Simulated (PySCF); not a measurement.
Compound: C5H10OSi.
SMILES with atom numbers: `[CH2:1]=[CH:2]/[CH:3]=[CH:4]\[O:5][SiH2:6][CH3:7]` (hydrogens: H8, H9 on C1; H10 on C2; H11 on C3; H12 on C4; H13, H14 on Si6; H15, H16, H17 on C7)

Method: PBE0-D3(BJ)/def2-SVP geometry optimisation, gas phase in PySCF 2.14.0; density fitting, grid level 1; the optimiser is geomeTRIC in internal coordinates, started from a GFN2-xTB structure with every atom displaced at random (about 0.01 Å).

Step 0: E = -15252.8245 eV
```
atom  x, y, z in Å  |  force x, y, z in eV/Å
C1     -3.4295    0.6519   -0.3239   -2.503   2.233  -0.348
C2     -2.1724    0.3560   -0.1891    2.186  -0.865   0.269
C3     -1.7028   -0.9955   -0.0692    2.946  -0.168   0.364
C4     -0.3598   -1.3127    0.0797   -3.486  -0.026  -0.309
O5      0.5845   -0.4030    0.1126   -0.777   0.973  -0.166
Si6     2.1999   -0.5333    0.2845    1.148   1.321  -0.012
C7      2.7932    1.2552    0.2355   -0.948  -0.364   0.153
H8     -3.7624    1.7038   -0.4229    0.138  -0.422   0.069
H9     -4.2191   -0.0736   -0.3395   -0.483  -0.699  -0.047
H10    -1.4115    1.1288   -0.1487    0.198   0.288  -0.059
H11    -2.4196   -1.7929   -0.0747   -0.411  -0.651  -0.023
H12    -0.0741   -2.3480    0.1814    0.301  -0.687   0.057
H13     2.4953   -1.1873    1.5486    0.237  -0.365   0.712
H14     2.7354   -1.3369   -0.8063    0.347  -0.401  -0.550
H15     3.8582    1.2932    0.3363    1.147   0.112   0.105
H16     2.3493    1.8562    1.0483    0.014  -0.205   0.006
H17     2.5190    1.7499   -0.7030   -0.053  -0.075  -0.219
```

Q: Estimate the geometry and energy of step 1. (The exact step hangs on the optimiser's Hessian estimate; all steps are aligned on step 0, rigid shifts and turns removed.)

A: E = -15253.1179 eV, largest force 0.281 eV/Å
```
atom  x, y, z in Å  |  force x, y, z in eV/Å
C1     -3.5549    0.6436   -0.3321    0.210  -0.179   0.055
C2     -2.2525    0.3342   -0.1955   -0.186   0.154  -0.019
C3     -1.7220   -1.0053   -0.0645    0.020  -0.191   0.032
C4     -0.4116   -1.2921    0.0698    0.147   0.228   0.047
O5      0.5398   -0.3299    0.0948   -0.108  -0.063  -0.028
Si6     2.2099   -0.4720    0.2813   -0.013  -0.095   0.021
C7      2.9264    1.2475    0.2510   -0.004   0.048  -0.014
H8     -3.8850    1.6782   -0.4238   -0.022   0.088  -0.007
H9     -4.3294   -0.1301   -0.3483    0.014  -0.007  -0.017
H10    -1.5137    1.1421   -0.1740    0.016   0.000  -0.019
H11    -2.4251   -1.8484   -0.0651    0.127   0.092  -0.016
H12    -0.0634   -2.3286    0.1758   -0.020   0.030  -0.020
H13     2.4921   -1.1578    1.5821   -0.002  -0.006  -0.034
H14     2.7506   -1.3108   -0.8339   -0.004  -0.003   0.022
H15     4.0258    1.2395    0.3603   -0.135  -0.109  -0.009
H16     2.5112    1.8529    1.0701   -0.026   0.010   0.023
H17     2.6853    1.7489   -0.6982   -0.012   0.003  -0.017
```

The energy changes by -0.2934 eV. The first-order estimate −F·Δx gives -0.6547 eV and the mean of the old and new forces, exact on a quadratic surface, -0.3004 eV. The step makes an angle of 78° with the force vector and moves no atom by more than 0.178 Å.

The cost below is that of the whole optimisation. On an Arm Neoverse V2 with one thread, no GPU (shared host), this took 94 s and 0.59 GiB of memory at its peak.
